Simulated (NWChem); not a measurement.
# Ionisation of Cl₃Pb (-1)

SMILES: [Cl][Pb-]([Cl])[Cl]
```xyz
4

Pb     0.0005     0.4458     0.0000
Cl     1.1710    -0.7180     2.0296
Cl     1.1710    -0.7180    -2.0296
Cl    -2.3444    -0.7142     0.0000
```
Charge -1, spin multiplicity 1.

The numbers come from NWChem runs, not from measurements. Structure: optimised with PBE/def2-SVP with def2 effective core potentials on Pb, a minimum by its harmonic frequencies.

Basis set: def2-TZVPD. The species with one electron less has spin multiplicity 2 and keeps the geometry of the parent. Δ marks differences of total energies (open shells unrestricted). −ε marks an orbital energy of the parent. That orbital need not have the symmetry of the hole or added electron in the Δ rows.

Effective core potentials replace the inner electrons of Pb; spin-orbit coupling is left out. B3LYP has NWChem's definition, with VWN1-RPA local correlation. The structure started from a generated list of species. The anion's geometry comes from a basis without diffuse functions. No SCF solution was tested for a lower state.

For the first vertical ionisation energy, −ε(HOMO) of BP86 gives 2.42 eV and −ε(HOMO) of B3LYP gives 3.19 eV. What do −ε(HOMO) of PBE, −ε(HOMO) of HF, ΔB3LYP give?

−ε(HOMO) of PBE: 2.31 eV; −ε(HOMO) of HF: 5.68 eV; ΔB3LYP: 5.07 eV.
